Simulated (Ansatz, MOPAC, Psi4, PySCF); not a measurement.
Donor–acceptor adduct: GaH3 (SMILES [GaH3]) (first 4 atoms) with C2H6O (SMILES COC); geometry from B3LYP-D3(BJ)/def2-TZVP, rigid monomers moved along the line of their centres of mass till Ga1···O6 is 1.95 Å.
(charge 0, multiplicity 1):
```xyz
13

Ga     0.71688     0.24026     0.98544
H      1.97811    -0.69683     1.11976
H     -0.60867    -0.37569     0.37691
H      0.90053     1.80568     0.93433
C     -0.89264     1.01522     3.22088
O      0.18758     0.15119     2.85913
C      0.04352    -1.17225     3.38070
H     -0.96233     1.07615     4.30892
H     -1.83390     0.64350     2.80717
H     -0.66837     1.99424     2.80667
H     -0.01712    -1.13037     4.47019
H      0.92512    -1.73040     3.07801
H     -0.85403    -1.64686     2.97520
```

Interaction energies are E(AB) − E(A) − E(B) at the monomers' geometry in the complex; basis-set methods are counterpoise corrected.

Correlated levels freeze the cores. Filled d and f shells under p-block atoms count as core. The state that PM6, PM7 reach isn't checked; PM7 holds dispersion and hydrogen-bond terms.

Programs: Ansatz (Gaussian orbitals); MOPAC for PM6, PM7 (differences of heats of formation); Psi4 for SAPT; PySCF for the dispersion terms. Each number belongs to the level named beside it.

```json
[
 {"level": "PM6", "interaction energy (kJ/mol)": "-65.1"},
 {"level": "PM7", "interaction energy (kJ/mol)": "9.8"},
 {"level": "PBE-D3(BJ)/def2-TZVPPD", "interaction energy (kJ/mol)": "-61.5"},
 {"level": "r2SCAN/def2-TZVPPD", "interaction energy (kJ/mol)": "-75.1"},
 {"level": "r2SCAN-D3(BJ)/def2-TZVPPD", "interaction energy (kJ/mol)": "-78.2"},
 {"level": "r2SCAN-D4/def2-TZVPPD", "interaction energy (kJ/mol)": "-78.2"},
 {"level": "B3LYP-D3(BJ)/def2-TZVPPD", "interaction energy (kJ/mol)": "-64.6"},
 {"level": "wB97M-V/def2-TZVPPD", "interaction energy (kJ/mol)": "?"},
 {"level": "SAPT0/aug-cc-pVDZ", "interaction energy (kJ/mol)": "?"}
]
```

Question: Fill in the missing entries.

Answer: 
- wB97M-V/def2-TZVPPD, interaction energy (kJ/mol): -72.6
- SAPT0/aug-cc-pVDZ, interaction energy (kJ/mol): -89.1

Ansatz is a first-principles code.
